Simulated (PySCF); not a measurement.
Numbering as in the mapped SMILES `[CH2:1]=[C:2]([C:3]([NH2:4])=[O:5])[S:6]([CH3:7])(=[O:8])=[O:9]`. Each H is labelled by its parent atom. Ha(C1) is cis to C3; Ha(N4) is cis to the C=O or C=S heteroatom; Hb(C1) is trans to C3; Hb(N4) is trans to the C=O or C=S heteroatom.

Geometry: GFN2-xTB; GIAO absolute shieldings from PySCF 2.14, gas phase, non-relativistic, averaged over equivalent atoms.

At PBE0/pcseg-1 (165 basis functions, 34 s wall time on 1 thread of an Arm Neoverse V1, shared host):
| atoms | σ (ppm) |
| --- | --- |
| C3 | 36.1 |
| C2 | 40.2 |
| C1 | 55.7 |
| C7 | 150.9 |
| N4 | 156.7 |
| O5 | -41.0 |
| O8/O9 | 153.0 |
| S6 | 204.3 |
| Hb(N4) | 23.32 |
| Ha(C1) | 24.51 |
| Hb(C1) | 25.01 |
| Ha(N4) | 27.16 |
| H(C7) | 29.15 |

**Question.** Predict the values at PBE0/pcSseg-1 on the same geometry.

**Answer.** 
```tsv
atoms	σ at PBE0/pcSseg-1	change
C3	24.5	-11.6
C2	34.6	-5.6
C1	43.7	-12.0
C7	138.6	-12.3
N4	145.4	-11.3
O5	-71.4	-30.4
O8/O9	136.7	-16.3
S6	208.0	+3.7
Hb(N4)	23.01	-0.31
Ha(C1)	24.31	-0.20
Hb(C1)	24.82	-0.19
Ha(N4)	26.89	-0.27
H(C7)	28.95	-0.20
```

The largest change is at O5 (amide-type carbonyl oxygen). Cost: 195 basis functions, 49 s wall time on 1 thread of an x86-64 server CPU, shared host. The order of the carbon signals is the same at both levels.

Hydrogen bonding in solution deshields acid and N–H amide carbonyl carbons by as much as 10 ppm beyond these values.
